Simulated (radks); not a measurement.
Species: Be3.5+. Configuration: 1s(up 0.25, down 0.25) (fractional occupations, a model configuration).

Calculated with a radial shooting solver on a logarithmic mesh with Libxc functionals: non-relativistic Kohn-Sham, LDA (Slater exchange, Perdew-Wang correlation), spin-polarised, spherical densities, point nucleus.

Energy parts (eV):
total: -110.436
kinetic: 109.857
electron-nucleus: -218.700
Hartree: 8.542
exchange-correlation: -10.135

Orbitals (lengths in bohr, moments of r in powers of bohr; r(90%) holds 90 % of the orbital's charge):
\begin{tabular}{lrrrr}
orbital & occ. & eigenvalue (eV) & <r> & r(90%) \\ \hline
1s & 0.5 & -210.1590 & 0.3734 & 0.663 \\
\end{tabular}

The highest occupied level is 1s at -210.16 eV. The density falls to 0.001 e/bohr^3 at r = 1.15 bohr. The electron density at the nucleus is 10.32 e/bohr^3. Virial ratio -V/T = 2.00527. Summed over all electrons, <r^2> = 0.09299 bohr^2, which gives a Langevin (diamagnetic) susceptibility term of -0.0737 x 10^-6 cm^3/mol.
